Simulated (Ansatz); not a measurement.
Species: NiBr (charge 0, doublet). The spin state was set by rule; other spins were not relaxed. 
Structure (B3LYP-D3(BJ)/def2-TZVP (Ansatz, a first-principles code) minimum search):
SMILES: [Ni][Br]
```xyz
2

Ni     0.0000     0.0000    -1.2374
Br     0.0000     0.0000     0.9899
```
Charge 0, spin multiplicity 2.

Basis-set convergence of Hartree-Fock and CCSD(T) correlation energies (hartree) with Ansatz. Correlated levels leave the core frozen unless marked. Open shells are spin-unrestricted. No spin-orbit coupling. Frozen are the shells of the preceding noble gas and the d and f shells that filled before the atom's block. Non-relativistic. The program attaches cautions to a run behind CCSD(T)/def2-SVP: other amplitudes.

| basis | functions | E(HF) | E(corr, CCSD(T)) |
|---|---|---|---|
| def2-SVP | 63 | -4078.78840 | -0.33371 |
| def2-TZVPP | 112 | ? | ? |

**Question.** Complete the blanks.

**Answer.** 
- def2-TZVPP, E(HF): -4079.28306
- def2-TZVPP, E(corr, CCSD(T)): -0.56488
